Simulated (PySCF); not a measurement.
Coordinates in bohr (charge 0 multiplicity 2):
```
Tl    0.0000    0.0000   -0.5233
Cl    4.2422    0.0000    1.3853
Cl   -4.2422    0.0000    1.3853
```

Method: UPBE0/[Tl def2-TZVP with ECP60, Cl def2-TZVP], scalar-relativistic core potentials, density fitting, no spin–orbit coupling, PySCF.

This geometry of TlCl₂ is a stationary point at this level.

(1) What is the point group?

(2) Is it a minimum?

(3) List the harmonic modes with their infrared intensities.

Answers

(1) C2v.

(2) Yes: all harmonic wavenumbers are real, though the softest, 52 cm⁻¹, leaves little margin.

(3) 
```json
{"symmetry": "a1", "ω (cm⁻¹)": "52", "IR (km/mol)": "3.4", "type": "bend"}
{"symmetry": "a1", "ω (cm⁻¹)": "259", "IR (km/mol)": "9.2", "type": "stretch"}
{"symmetry": "b2", "ω (cm⁻¹)": "284", "IR (km/mol)": "50.8", "type": "stretch"}
```

This need not be the most stable arrangement of these atoms. Spin–orbit coupling, left out here, can matter for elements this heavy.
